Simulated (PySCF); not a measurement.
A PySCF script (with the pyscf-properties extension) for the NMR shieldings of SMILES C#CCC1=CBO[SiH2]1, C5H7BOSi, on a GFN2-xTB geometry:

```python
import basis_set_exchange as bse
import numpy as np
from pyscf import gto, dft
from pyscf.prop import nmr

atoms = """
C     2.794695    0.391550    1.428126
C     2.130096   -0.149985    0.593325
C     1.300343   -0.769171   -0.421390
C    -0.098721   -0.227706   -0.362931
C    -0.733071    0.371568   -1.385148
B    -2.180920    0.816568   -0.994892
O    -2.475414    0.504263    0.289009
Si   -1.269487   -0.248806    1.130743
H     3.392001    0.850846    2.157674
H     1.279579   -1.849883   -0.240788
H     1.742276   -0.590343   -1.407672
H    -0.253591    0.506224   -2.348131
H    -2.979490    1.352401   -1.662322
H    -0.892795    0.626187    2.231601
H    -1.759917   -1.575725    1.488848
"""
names = dict.fromkeys(["C", "B", "O", "Si", "H"], "pcSseg-1")
basis = {el: gto.basis.parse(bse.get_basis(n, elements=[el], fmt="nwchem")) for el, n in names.items()}
mol = gto.M(atom=atoms, basis=basis, charge=0, verbose=0)
mf = dft.RKS(mol, xc="PBE0")
mf.grids.level = 2
mf.grids.alignment = dft.numint.BLKSIZE   # the property module wants whole blocks of grid points
mf.conv_tol = 1e-9
mf.kernel()

calc = nmr.RKS(mf)   # GIAO
C = mf.mo_coeff
Co = C[:, mf.mo_occ > 0]
resp = mf.gen_response(singlet=True, hermi=2)
def vind(x):   # induced exchange potential for any number of trial vectors
    d = np.einsum("pi,xij,qj->xpq", C, 2 * x.reshape(-1, C.shape[1], Co.shape[1]), Co, optimize=True)
    return np.einsum("xpq,pi,qj->xij", resp(d - d.transpose(0, 2, 1)), C, Co, optimize=True).ravel()
mo1, _ = nmr.rhf.solve_mo1(calc, with_cphf=vind)
sigma = calc.kernel(mo1)
for i, s in enumerate(sigma):   # ppm
    w = np.linalg.eigvalsh((s + s.T) / 2)
    print("%2d %-2s iso %8.1f  s11 %8.1f  s22 %8.1f  s33 %8.1f" % (i, mol.atom_pure_symbol(i), w.mean(), *w))
```

Problem. Give the expected output.

Solution. 
```
 0 C  iso    108.5  s11     36.9  s22     42.2  s33    246.4
 1 C  iso    100.7  s11      1.1  s22      6.3  s33    294.7
 2 C  iso    157.7  s11    143.8  s22    157.1  s33    172.2
 3 C  iso      5.8  s11   -109.2  s22    -18.1  s33    144.7
 4 C  iso     30.4  s11    -81.1  s22     23.5  s33    148.7
 5 B  iso     55.2  s11     25.9  s22     49.2  s33     90.5
 6 O  iso    156.8  s11    -22.3  s22    139.0  s33    353.6
 7 Si iso    355.3  s11    294.1  s22    342.1  s33    429.6
 8 H  iso     30.1  s11     25.0  s22     25.4  s33     40.0
 9 H  iso     28.3  s11     24.9  s22     26.7  s33     33.2
10 H  iso     28.2  s11     23.7  s22     27.6  s33     33.3
11 H  iso     24.5  s11     20.0  s22     25.3  s33     28.1
12 H  iso     26.3  s11     24.9  s22     26.0  s33     28.1
13 H  iso     26.3  s11     22.6  s22     25.6  s33     30.5
14 H  iso     26.5  s11     23.0  s22     25.1  s33     31.2
```

These numbers come from an equivalent density-fitted implementation of the same equations, which agrees with the script to about 0.01 ppm for H and up to a few tenths of a ppm for heavy atoms, so last digits may differ.

Size and cost of the density-fitted run: 178 basis functions, 30 s wall time on 1 thread of an Arm Neoverse V2, shared host; peak memory 0.81 GiB.
